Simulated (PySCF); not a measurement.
Species: SiHMe2(OMe), C₃H₁₀OSi.
Geometry (PBE0-D3(BJ)/def2-SVP, Å), atoms numbered from 1 in this order:
```xyz
15
C3H10OSi angstrom
Si    -0.0042    0.4826    0.2821
H      0.0651    0.7194    1.7643
C      1.7155    0.0775   -0.3436
H      1.6987   -0.1359   -1.4243
H      2.1418   -0.7983    0.1703
H      2.3994    0.9249   -0.1747
C     -0.7271    1.9612   -0.5931
H     -1.7530    2.1563   -0.2461
H     -0.7613    1.7876   -1.6800
H     -0.1230    2.8632   -0.4079
O     -1.0558   -0.7863   -0.0057
C     -0.9263   -2.0564    0.5587
H     -0.0213   -2.5850    0.2025
H     -1.7998   -2.6653    0.2773
H     -0.8815   -2.0215    1.6642
```

Method used: PBE0-D3(BJ)/def2-SVP geometry optimisation, gas phase (PySCF).

Masses are those of the commonest isotopes; rigid-rotor values at the optimised geometry. The values belong to one conformer.

(1) Give the principal moments of inertia and the rotational constants in MHz.

(2) Classify the top.

(3) Is it planar, by Δ = Ic − Ia − Ib?

(4) Give the other two planar moments, Paa and Pbb, and the rms extents of the mass along the axes.

(5) List the rotational levels J(Ka,Kc) to J = 2 (MHz).

(6) Which lines would a microwave search look for?

## Answers

(1) Ia = 95.67, Ib = 179.49, Ic = 245.98 u·Å²; 505379 MHz·u·Å²/I gives A = 5283, B = 2816, C = 2055 MHz.

(2) An asymmetric top. Ray's parameter κ = (2B − A − C)/(A − C) = -0.528; −1 is the prolate and +1 the oblate limit.

(3) Not planar: Δ = Ic − Ia − Ib = -29.18 u·Å². For a rigid frame Δ = −2 Σ m c², so Σ m c² = 14.59 u·Å² lies off the ab plane: 8.65 from hydrogen and 5.94 from heavier atoms. The atom farthest from that plane is 1.85 Å away.

(4) Paa = Σ m a² = (Ib + Ic − Ia)/2 = 164.91 and Pbb = Σ m b² = (Ia + Ic − Ib)/2 = 81.08 u·Å². With the mass M = 90.05 u, the rms extents √(P/M) along a, b and c are 1.35, 0.95, 0.40 Å.

(5) Above 0(0,0):
J = 1: 1(0,1) 4870, 1(1,1) 7337, 1(1,0) 8098
J = 2: 2(0,2) 14460, 2(1,2) 16316, 2(1,1) 18599, 2(2,1) 26001, 2(2,0) 26151

(6) The dipole components are |μa| = 0.04 D, |μb| = 0.89 D, |μc| = 0.04 D. The squared components, which scale the intensities, stand as 0.00 : 1.00 : 0.00 (a : b : c). Some lines, for components of 0.1 D or more:

```
type  branch         J(Ka,Kc)    MHz  lower level (cm⁻¹)
   b       Q  1(1,0) ← 1(0,1)   3228               0.162
   b       Q  2(1,1) ← 2(0,2)   4140               0.482
   b       Q  3(2,1) ← 3(1,2)   7083               1.142
   b       R  2(0,2) ← 1(1,1)   7123               0.245
   b       R  1(1,1) ← 0(0,0)   7337               0.000
   b       Q  2(2,0) ← 2(1,1)   7552               0.620
   b       Q  2(2,1) ← 2(1,2)   9684               0.544
   b       Q  3(2,2) ← 3(1,3)  10912               0.991
   b       R  2(1,2) ← 1(0,1)  11446               0.162
   b       R  3(0,3) ← 2(1,2)  12187               0.544
   b       Q  3(3,0) ← 3(2,1)  13626               1.379
   b       Q  3(3,1) ← 3(2,2)  14325               1.355
   b       R  2(2,0) ← 1(1,1)  18814               0.245
   b       R  3(2,1) ← 2(1,2)  25012               0.544
   b       R  3(3,0) ← 2(2,1)  28954               0.867
```

Not checked by PBE0-D3(BJ)/def2-SVP frequencies. These are rigid-rotor constants of the computed structure; measured ground-state constants (B0) also hold zero-point vibration. A rigid rotor knows nothing of internal rotation, which can split or shift real lines.
